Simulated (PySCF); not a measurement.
**Working out the ionisation energy of As**

As [Ar] 3d10 4s2 4p3 (4S) → As⁺ [Ar] 3d10 4s2 4p2 (3P). Calculation: PySCF 2.14, in aug-cc-pVQZ-PP with one added diffuse shell each of s, p, d, f, g type with ECP10MDF (8s7p6d4f3g, 114 functions); a scalar-relativistic core potential. Frozen: 3s2 3p6 3d10. Energies in hartree (1 hartree = 27.21139 eV):

```
             part   As (lower)  As⁺ (upper)
              UHF  -331.211171  -330.865390
MP2 opposite-spin    -0.056892    -0.048620
    MP2 same-spin    -0.020348    -0.009453
```

Problem. What does Hartree-Fock give?

Solution. (-330.865390) − (-331.211171) = 0.345781 hartree = 9.409 eV.

Problem. What do MP2 and SCS-MP2 (6/5 opposite-spin, 1/3 same-spin) give?

Solution. The opposite-spin parts differ by 0.225 eV and the same-spin parts by 0.296 eV. MP2: 9.409 + (0.225) + (0.296) = 9.930 eV. SCS-MP2: 9.409 + 1.2 × (0.225) + (0.296)/3 = 9.778 eV.

Measured between the centres of the two terms (NIST): 10.008 eV, so MP2 (valence) is off by -0.078 eV.

What remains against the reference includes basis incompleteness, the frozen core and correlation beyond second order.
